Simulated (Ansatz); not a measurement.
Input file for Ansatz (a program for electronic structure): U-B3LYP/def2-TZVPP on H4SeSi (SMILES [SiH3][SeH]), a point of a bond scan (R = 2.576 Å).

Ansatz 0.2 input:
```yaml
crystal:
  periodic: [false, false, false]
  atoms:
    - {symbol: Si, position_ang: [-1.41089708, -0.55973432, 0.05076610]}
    - {symbol: Se, position_ang: [0.70615001, 0.32303231, -0.02768899]}
    - {symbol: H, position_ang: [-1.63370995, -1.31771293, 1.30126411]}
    - {symbol: H, position_ang: [-2.30799106, 0.61377758, 0.00171144]}
    - {symbol: H, position_ang: [-1.66952665, -1.44568471, -1.10514268]}
    - {symbol: H, position_ang: [1.84108885, -1.98737089, 0.07828504]}
basis:
  gaussian:
    orbitals: def2-TZVPP
hamiltonian:
  xc: {name: B3LYP}
magnetization: {spin_polarized: true, initial_magnetization: 0}
```

The head of its log:

```
WARN ansatz: RAYON_NUM_THREADS=1 ignored (pool sized by the plan → 1); use --threads N
Functional definition: B3LYP
integrals: 0.06 GiB planned
936 factors; their error is unknown
mean field: 0.74 GiB planned
mean field evaluation 1: about -73290.0860 eV, gradient 1.2e1 eV
mean field evaluation 2: about -73286.5451 eV, gradient 2.0e1 eV
```

Problem. Give the final energy of this run.

Solution. -2693.4282 hartree. Its determinant has ⟨S²⟩ = 0.50, a mixture of spin states.
